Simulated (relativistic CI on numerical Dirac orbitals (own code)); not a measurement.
A reference radial Dirac CI calculation of Pt LVII gave the lowest total energy -15424.23532 Ha in 47 SCF steps, from this input:

```
atom Pt  Z=78  charge=56  electrons=22
nucleus A=195  rms_radius_fm=5.4270
hamiltonian dirac-coulomb  breit=on  qed=on  c_scale=1
orbitals kli  potential=per-configuration
slater_scale 1
correlation none
mixing on
grid step=0.0125 r_max=2.6
scf mixing=0.4 start=green max_iterations=150 tolerance=2e-08 node_fill=0.05
configurations
  [Ar] 3d4
  [Ne] 3s2 3p5 3d5
  [Ne] 3s 3p6 3d5
  [Ne] 3p6 3d6
  [Ar] 3d3 4s
end
```

One setting was then changed (and the iteration limit cut to 65), and the output read:

```
SCF 1: [Ar] 3d4
 iter      energy (Ha)   residual   last orbital (Ha)
      1s not found; potential halved back
error: SCF of 1s2 2s2 2p6 3s2 3p6 3d4 stopped: an orbital could not be found
end: not converged
```

Problem. Which setting was changed?
A. node fill of the KLI weights
B. speed of light
C. charge
D. end of the grid

Solution. B. The speed of light × 0.4. This setting is bad on purpose; its numbers may not be properties of the ion.
